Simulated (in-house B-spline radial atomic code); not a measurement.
Stripping lead of all its electrons. The total binding energy is the sum of the 82 successive ionisation energies. Configuration: [Xe] 4f14 5d10 6s2 (6p1/2)2. All numbers are computed (Dirac-Hartree-Fock, average of the jj configuration; Fermi nucleus of rms radius 5.5012 fm) with a B-spline radial code for spherical atoms, not measured.

Dirac-Coulomb total energy: -20913.7595 hartree. First-order corrections (hartree): Breit 24.2, self-energy 20.97, vacuum polarisation -4.247, recoil 0.0329.

Problem. What total binding energy follows, and how does it compare with the sum of NIST's ionisation energies?

Solution. 567978 eV from the corrected total, against 568144 ± 360 eV from NIST's table (measured, semi-empirical and theoretical entries, uncertainties added in quadrature). The difference, +166 eV, is within about twice the table's uncertainty, so it can't show the correlation energy.

Problem. What share of the binding belongs to the last two electrons?

Solution. 35 % by NIST's values (200828.5 eV).
